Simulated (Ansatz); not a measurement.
Input for Ansatz (an electronic-structure program): R-B3LYP/def2-TZVPP on ClH3Ti (SMILES [Cl][TiH3]), atoms moved off the minimum.

Ansatz 0.2 input:
```yaml
crystal:
  periodic: [false, false, false]
  atoms:
    - {symbol: Ti, position_ang: [0.58441177, -0.19837470, 0.64412074]}
    - {symbol: Cl, position_ang: [-0.97559040, 0.41455215, -0.87607101]}
    - {symbol: H, position_ang: [2.10046303, 0.22797076, -0.06905591]}
    - {symbol: H, position_ang: [0.50766029, 0.43774295, 2.15889981]}
    - {symbol: H, position_ang: [0.50425020, -1.96801672, 0.66211813]}
basis:
  gaussian:
    orbitals: def2-TZVPP
hamiltonian:
  xc: {name: B3LYP}
scf: {lower_state_search: off}
output: {forces: true}
```

It printed:

```
WARN ansatz: RAYON_NUM_THREADS=4 ignored (pool sized by the plan → 4); use --threads N
Functional definition: B3LYP
these checks for a lower state are left out or cut short: stability, starts, cluster_reference, orbital_swaps, neighbouring_geometries, increment
integrals: 0.06 GiB planned
988 factors; their error is unknown
mean field: 0.61 GiB planned
mean field evaluation 1: about -35686.8327 eV, gradient 1.6e1 eV
mean field evaluation 2: about -35686.2369 eV, gradient 2.7e1 eV
mean field evaluation 4: about -35687.5873 eV, gradient 3.4e0 eV
mean field evaluation 8: about -35687.6121 eV, gradient 5.9e-2 eV
mean field evaluation 16: about -35687.7293 eV, gradient 6.3e-3 eV
mean field -35687.72929836 eV, -1311.4998617030 hartree, gradient 6.4e-6 eV, S^2 0.000000; 0 other end points of the search recorded, 0 dependent functions left out
the calculation of the forces begins
reference -35687.72955691 eV, -1311.4998712044 hartree; 21, 21 occupied and 127, 127 virtual orbitals, 988 factors
Total energy: -35687.72955691 eV, -1311.4998712044 hartree
Atom 0 at     0.584412    -0.198375     0.644121 Å, force    -0.250679    -0.798042    -1.766755 eV/Å
Atom 1 at    -0.975590     0.414552    -0.876071 Å, force     0.675015    -0.179443     0.846428 eV/Å
Atom 2 at     2.100463     0.227971    -0.069056 Å, force    -0.386706    -0.122629     0.281473 eV/Å
Atom 3 at     0.507660     0.437743     2.158900 Å, force    -0.128342     0.253743     0.520243 eV/Å
Atom 4 at     0.504250    -1.968017     0.662118 Å, force     0.090711     0.846370     0.118611 eV/Å
Dipole moment:     0.102194     0.005280     0.210396 e Å
Checks for a lower state left out: stability, starts, cluster_reference, orbital_swaps, neighbouring_geometries, increment
```

The calculation finished and met its thresholds.

Cost: very roughly 4 core-seconds.
